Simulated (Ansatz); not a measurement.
Computed with Ansatz on PBE0-D4/def2-TZVP structures; ΔE is electronic, products minus reactants. CBS: MP2 limit from def2 TZ/QZ plus the TZ coupled-cluster correction, frozen cores. DFT in def2-TZVPP. For Br outer-core shells are correlated without core-valence functions, which leaves a few kJ/mol of doubt a bond. Scalar relativity is left out up to krypton. One conformer a species, not always the lowest.

Reaction (redistribution): `N[Si@H](Cl)[Si@@H](N)F` + `FBBr` → `N[SiH](Cl)BF` + `N[SiH](F)Br`

Problem. Is it downhill or uphill in electronic energy at CCSD(T)/CBS, and by how much? (Best estimate.)

Solution. The calculation gave: Uphill: ΔE = +0.04 eV.

Problem. What do these levels give: r2SCAN-D4, ωB97X-V, B2PLYP, PBE0, HF/def2-TZVPP, MP2/def2-TZVPP, SCS-MP2/def2-TZVPP, CCSD(T)/def2-TZVPP, HF/def2-QZVPP, MP2/def2-QZVPP, SCS-MP2/def2-QZVPP, CCSD/CBS(def2)? (Estimate.)

Solution. Ansatz gave: r2SCAN-D4 0.08, ωB97X-V 0.03, B2PLYP 0.04, PBE0 0.07, HF/def2-TZVPP -0.10, MP2/def2-TZVPP 0.06, SCS-MP2/def2-TZVPP 0.03, CCSD(T)/def2-TZVPP 0.06, HF/def2-QZVPP -0.11, MP2/def2-QZVPP 0.04, SCS-MP2/def2-QZVPP 0.01, CCSD/CBS(def2) 0.00 eV.

Largest T1 diagnostic among the species: 0.012.

In def2-TZVPP, CCSD(T) changes the Hartree–Fock value by +0.17 eV (the triples alone add +0.03 eV) and MP2 by +0.16 eV. The D4 term adds +0.05 eV with B3LYP and +0.03 eV with PBE0; it sums over pairs of atoms, weighted by their polarisabilities, and B3LYP, whose exchange is more repulsive, gets the larger term. From PBE to PBE0 (25 % exact exchange), in def2-TZVPP and without D4, ΔE moves by −0.05 eV.

B3LYP here is the variant with VWN-RPA as its local correlation; programs differ in this.
